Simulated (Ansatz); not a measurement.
Q: Name a neutral molecule of C, N, Si, Te and H with LUMO energy (ωB97M-V/def2-TZVPP) between 1.15 and 1.45 eV and size of the dipole moment (ωB97M-V/def2-TZVPP) between 2.15 and 2.45 D (Ansatz, PBE0-D4/def2-TZVP geometry).

A: `C[SiH](N)[TeH]` (1.43 eV, 2.23 D). Other molecules can fit too; these were computed, each in one conformer that needn't be the lowest.
